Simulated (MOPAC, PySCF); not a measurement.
C2H6OSi, SMILES `C=[SiH]OC` (C–Si–O–C torsion 0°), neutral singlet in the gas phase. 

Cartesian coordinates (Å):
SMILES: O(C)[SiH]=C
```xyz
10

C     -0.7223     0.3979    -1.3728
Si     0.1824    -0.8086    -0.6074
O      0.6640    -0.8172     0.9456
C      0.3682     0.2210     1.8603
H     -0.9798     0.2828    -2.4196
H     -1.0762     1.3011    -0.8921
H      0.6765    -2.0448    -1.2339
H     -0.7123     0.3365     1.9871
H      0.8128    -0.0422     2.8201
H      0.7868     1.1735     1.5221
```
Charge 0, multiplicity 1.

All levels are single points at this geometry (PBE0-D3(BJ)/def2-TZVP); Pople sets use spherical d functions. Orbital energies aren't observables, and empty levels follow the basis.

B3LYP/6-31G* in PySCF gives HOMO (eV) = -5.64.

Estimate the HOMO (eV) from each of these levels: PBE-D3(BJ)/def2-TZVP in PySCF; PBE0-D3(BJ)/def2-TZVP in PySCF; B3LYP/3-21G in PySCF; B3LYP/6-311+G** in PySCF; B3LYP/LANL2DZ in PySCF; BP86/6-31G* in PySCF; M06-2X/6-31G* in PySCF; PBE/6-31G* in PySCF; AM1 in MOPAC; PM3 in MOPAC; PM6 in MOPAC; PM7 in MOPAC.


| level | HOMO (eV) |
|---|---|
| PBE-D3(BJ)/def2-TZVP in PySCF | -5.11 |
| PBE0-D3(BJ)/def2-TZVP in PySCF | -6.14 |
| B3LYP/3-21G in PySCF | -5.65 |
| B3LYP/6-311+G** in PySCF | -6.00 |
| B3LYP/LANL2DZ in PySCF | -6.01 |
| BP86/6-31G* in PySCF | -4.91 |
| M06-2X/6-31G* in PySCF | -6.96 |
| PBE/6-31G* in PySCF | -4.82 |
| AM1 in MOPAC | -8.49 |
| PM3 in MOPAC | -7.98 |
| PM6 in MOPAC | -7.98 |
| PM7 in MOPAC | -9.17 |
